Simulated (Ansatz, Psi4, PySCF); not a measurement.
silacyclobutane (C3H8Si), singlet, at a GFN2-xTB geometry. Base run: CCSD(T)/STO-3G run with PySCF.

Here is a job for PySCF.
```python
from pyscf import gto, scf, cc

mol = gto.Mole()
mol.atom = '''
    C     0.94016925    0.39805364    0.93756297
    C     0.99930330   -0.74626934   -0.09591889
    Si   -0.77881964   -0.36144439   -0.68319456
    C    -0.38448642    1.07057269    0.52035540
    H     1.79758492    1.06860867    0.88594702
    H     0.88094386    0.00849054    1.95305098
    H     1.76805182   -0.57948533   -0.84803349
    H     1.18886207   -1.72221791    0.34515954
    H    -1.81068026   -1.29894242   -0.23630310
    H    -0.96271943   -0.02265274   -2.09491916
    H    -0.22126520    2.03238174    0.03791393
    H    -1.06721963    1.23989694    1.34991129
'''
mol.basis = 'sto-3g'
mol.verbose = 4
mol.build()

mf = scf.RHF(mol)
mf.kernel()

mycc = cc.CCSD(mf)
mycc.kernel()
et = mycc.ccsd_t()
print('E(CCSD(T)) = %.10f' % (mycc.e_tot + et))
```

The same geometry, method and basis name were run in Ansatz (a quantum-chemistry and plane-wave program) and Psi4 and PySCF, at each program's defaults and at the settings that a row names. The base is PySCF at its defaults. Differences at the defaults can come from grids, fitting, cores and function types together.

```tsv
code and settings	ΔE vs base (mEh)	basis functions	E (Eh)	SCF cycles
PySCF, defaults (exact integrals, spherical functions, all electrons correlated)	0.000	32	-402.74695	7
Psi4, defaults (exact integrals, spherical functions, all electrons correlated)	0.000	32	-402.74695	9
Ansatz, defaults (factorised integrals, spherical functions, frozen core)	4.694	32	-402.74225	-
PySCF, frozen core	4.675	32	-402.74227	7
Psi4, exact integrals, spherical functions, frozen core	4.675	32	-402.74227	9
Ansatz, high accuracy, frozen core	4.675	32	-402.74227	-
```
